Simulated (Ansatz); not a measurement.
CH6AlBSe (`C[Se][BH][AlH2]`) at its PBE0-D4/def2-TZVP geometry, where that method's forces vanish. The species carries charge 0 and has multiplicity 1.

```json
{"atom": "C1", "x (Å)": "-0.787", "y (Å)": "-0.012", "z (Å)": "1.549"}
{"atom": "Se2", "x (Å)": "0.290", "y (Å)": "1.532", "z (Å)": "1.024"}
{"atom": "B3", "x (Å)": "0.916", "y (Å)": "1.071", "z (Å)": "-0.697"}
{"atom": "Al4", "x (Å)": "0.446", "y (Å)": "-0.744", "z (Å)": "-1.661"}
{"atom": "H5", "x (Å)": "-1.178", "y (Å)": "0.175", "z (Å)": "2.547"}
{"atom": "H6", "x (Å)": "-1.619", "y (Å)": "-0.133", "z (Å)": "0.855"}
{"atom": "H7", "x (Å)": "-0.164", "y (Å)": "-0.905", "z (Å)": "1.570"}
{"atom": "H8", "x (Å)": "1.602", "y (Å)": "1.945", "z (Å)": "-1.146"}
{"atom": "H9", "x (Å)": "-0.848", "y (Å)": "-0.883", "z (Å)": "-2.582"}
{"atom": "H10", "x (Å)": "1.343", "y (Å)": "-2.046", "z (Å)": "-1.459"}
```

Task: For each bond, give half the difference of the two atoms' forces along it (eV/Å; positive pushes the atoms apart) under PBE-D4, r2SCAN-D4, B3LYP-D4, ωB97M-V in def2-TZVPP. (Estimate.)

Result: Ansatz gave: 
```csv
bond,length (Å),PBE-D4,r2SCAN-D4,B3LYP-D4,ωB97M-V
C1–Se2,1.955,0.23,0.20,0.33,0.04
C1–H5,1.089,0.08,-0.06,-0.10,-0.05
C1–H6,1.089,0.08,-0.05,-0.09,-0.06
C1–H7,1.089,0.08,-0.05,-0.09,-0.06
Se2–B3,1.889,0.11,0.07,0.19,0.03
B3–Al4,2.108,-0.15,-0.05,0.02,0.08
B3–H8,1.199,0.10,-0.02,-0.16,-0.13
Al4–H9,1.594,0.10,-0.01,-0.07,-0.11
Al4–H10,1.594,0.10,-0.01,-0.07,-0.11
```

B3LYP here is the variant with VWN-RPA as its local correlation; programs differ in this.
